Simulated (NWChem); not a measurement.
Species: CH3FSSe; SMILES CS[Se]F

```xyz
7

Se     0.3757    -0.7742     0.1551
F     -1.1987    -1.4692    -0.3094
S      0.2525     1.2220    -0.5968
C     -0.6125     2.1531     0.7041
H     -1.6351     1.7742     0.8275
H     -0.6510     3.1962     0.3552
H     -0.0645     2.1033     1.6541
```
Atoms are numbered in this order, from 1.

Results from NWChem. All runs use the structure optimised with PBE0/def2-SVP. Ions are spin-unrestricted doublets at the neutral geometry; other ion states weren't tried.

Problem. Predict the results for CAM-B3LYP/def2-SVP. Quantities: vertical ionisation energy, ΔSCF (eV); −ε(HOMO) (eV).

Solution. 
```
Quantity                               Result
-------------------------------------  ------
vertical ionisation energy, ΔSCF (eV)    9.24
−ε(HOMO) (eV)                            8.11
```
